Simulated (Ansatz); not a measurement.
Program: Ansatz 0.2.0.

A structure relaxed at PBE0-D4/def2-TZVP, charge 0, multiplicity 1:

```json
{"atom": "C1", "x (Å)": "-1.708", "y (Å)": "0.873", "z (Å)": "-0.439"}
{"atom": "Si2", "x (Å)": "-0.122", "y (Å)": "0.849", "z (Å)": "0.523"}
{"atom": "Cl3", "x (Å)": "0.985", "y (Å)": "2.521", "z (Å)": "0.025"}
{"atom": "C4", "x (Å)": "0.836", "y (Å)": "-0.633", "z (Å)": "0.155"}
{"atom": "C5", "x (Å)": "1.481", "y (Å)": "-1.624", "z (Å)": "-0.097"}
{"atom": "O6", "x (Å)": "2.124", "y (Å)": "-2.697", "z (Å)": "-0.425"}
{"atom": "H7", "x (Å)": "-1.503", "y (Å)": "0.834", "z (Å)": "-1.510"}
{"atom": "H8", "x (Å)": "-2.273", "y (Å)": "1.783", "z (Å)": "-0.224"}
{"atom": "H9", "x (Å)": "-2.321", "y (Å)": "0.008", "z (Å)": "-0.171"}
{"atom": "H10", "x (Å)": "-0.361", "y (Å)": "0.936", "z (Å)": "1.983"}
{"atom": "H11", "x (Å)": "2.861", "y (Å)": "-2.851", "z (Å)": "0.180"}
```

Problem. Give its formula and SMILES.

Solution. C3H5ClOSi, `C[SiH](Cl)C#CO`.

Problem. Summarise the bond lengths by kind.

Solution. 2 × C–Si 1.803 to 1.855 Å; 3 × C–H 1.092 to 1.093 Å; 1 × Cl–Si 2.066 Å; 1 × H–Si 1.482 Å; 1 × C–C 1.209 Å; 1 × C–O 1.293 Å; 1 × H–O 0.966 Å.
